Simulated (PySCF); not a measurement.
ClHSSn, SMILES [SH][Sn][Cl] (connectivity only; charge and spin as stated), neutral, multiplicity 1. Atoms are numbered in the order given.

```xyz
4

Sn     0.6488    -0.0201     0.0000
Cl    -0.9667    -1.7535     0.0000
S     -0.9969     1.7563     0.0000
H     -0.0550     2.7168     0.0000
```
Charge 0, spin multiplicity 1.

The structure is a stationary point at PBE0-D3(BJ)/def2-TZVP. The def2 effective core potentials stand for the cores of Sn; spin–orbit coupling is left out. Other conformers were not sampled.

Computed with PBE/def2-TZVPD (PySCF).

Mulliken values depend strongly on the basis, most of all with diffuse functions as here. ESP charges are fitted to the potential on shells at 1.4 to 2.0 van der Waals radii. Atomic charges (e):

```csv
atom,ESP fit,Mulliken
Sn1,0.30,0.69
Cl2,-0.19,-0.40
S3,-0.25,-0.49
H4,0.15,0.21
```
